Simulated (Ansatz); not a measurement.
Geometry optimisation, RKS B3LYP-D4/def2-SVP in Ansatz.

Input file:

```yaml
crystal:
  periodic: [false, false, false]
  atoms:
    - { symbol: Ge, position_ang: [-0.604783, 0.746326, -0.409967] }
    - { symbol: Cl, position_ang: [0.409821, -2.300991, 1.074619] }
    - { symbol: H, position_ang: [-0.83014, 1.110051, -1.887183] }
    - { symbol: H, position_ang: [-1.165029, 1.843379, 0.509628] }
    - { symbol: H, position_ang: [-1.118481, -0.642201, -0.068138] }
    - { symbol: H, position_ang: [1.547693, -1.674222, 0.916977] }
    - { symbol: Br, position_ang: [1.76102, 0.917657, -0.136036] }
basis:
  gaussian: { orbitals: def2-SVP }
hamiltonian:
  xc: b3lyp
  dispersion: d4
relax:
  f_tol: 0.03
  max_steps: 50
```

Launched with:

```bash
$ ansatz run input.yaml --threads 2 --pin off --max-ram 3072MiB --backend cpu --events-out ev --progress --plain --runs-dir out
```

**Question.** Where does it end, and by what steps?

**Answer.** The forces met the threshold. The force dipped under the threshold on the way, but the program's further checks kept it going. After 19 steps the energy has fallen by 0.199 eV; H5 moved furthest, 0.92 Å.

```tsv
step	energy less start (eV)	largest force component (eV/Å)	accepted
0	0.0000	0.610	yes
1	-0.1100	0.692	yes
2	-0.1445	0.212	yes
3	-0.1559	0.214	yes
4	-0.1565	0.204	yes
5	-0.1655	0.123	yes
6	-0.1692	0.012	yes
7	-0.1705	0.049	yes
8	-0.1673	0.275	no
9	-0.1719	0.087	yes
10	-0.1742	0.114	yes
11	-0.1744	0.257	yes
12	-0.1788	0.181	yes
13	-0.1899	0.023	yes
14	-0.1952	0.088	yes
15	-0.1944	0.164	no
16	-0.1975	0.046	yes
17	-0.1984	0.043	yes
18	-0.1987	0.044	yes
19	-0.1989	0.021	yes
```

```xyz
7
Properties=species:S:1:pos:R:3
Ge -0.577 0.675 -0.569
Cl 0.508 -2.026 1.807
H -0.947 1.780 -1.573
H -0.957 1.054 0.869
H -1.126 -0.693 -0.990
H 1.328 -1.316 1.090
Br 1.771 0.525 -0.633
```

Time of the run: 60 s on 2 threads of Arm Neoverse V1, with other jobs on the host, peak memory 0.25 GiB.
